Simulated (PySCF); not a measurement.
**Two-photon absorption: SMILES Cn1cccc1Cl, C$_{5}$H$_{6}$ClN**

Geometry (Å), atoms numbered from 1 in this order:
```xyz
13

C    -1.9142    0.0219    0.3605
N    -0.4849    0.0860    0.2004
C     0.3458   -0.9636   -0.0991
C     1.6400   -0.4965   -0.1634
C     1.6050    0.8974    0.1073
C     0.2815    1.2128    0.3251
Cl   -0.4436    2.7189    0.6991
H    -2.4233    0.6721   -0.3667
H    -2.2404   -1.0127    0.1987
H    -2.2134    0.3340    1.3725
H    -0.0591   -1.9631   -0.2421
H     2.5229   -1.0932   -0.3828
H     2.4371    1.5957    0.1418
```

Method used: TDDFT LC-wPBE/def2-SVPD excited states, vertical, gas phase (PySCF 2.14.0). Geometry: PBE0-D3(BJ)/def2-SVP.

**Question.** Give the one- and two-photon strengths of the lowest singlets.

**Answer.** δ for parallel linear polarisation; σ at the peak of a Lorentzian of half width 0.1 eV, single beam; Ω is circular over linear.
| state | E (eV) | f | photon λ (nm) | δ (au) | σ (GM) | Ω | main |
| --- | --- | --- | --- | --- | --- | --- | --- |
| S1 | 6.35 | 0.202 | 391 | 11.1 | 0.16 | 1.02 | HOMO→LUMO+2 0.93 |
| S2 | 6.43 | 0.000 | 386 | 5.54 | 0.08 | 1.50 | HOMO→LUMO+1 0.42, HOMO→LUMO+9 0.22 |
| S3 | 6.75 | 0.013 | 367 | 23.6 | 0.39 | 1.50 | HOMO→LUMO 0.51, HOMO→LUMO+1 0.25 |
| S4 | 6.80 | 0.014 | 365 | 89.4 | 1.51 | 1.11 | HOMO−1→LUMO+2 0.56, HOMO→LUMO+7 0.25 |
| S5 | 7.56 | 0.028 | 328 | 28.9 | 0.61 | 1.50 | HOMO→LUMO+4 0.34, HOMO−1→LUMO+1 0.18 |

Among these, the strongest one-photon state is S1, the strongest two-photon state S4, with a dipole change of 0.4 D (relaxed, norm of the difference vector).
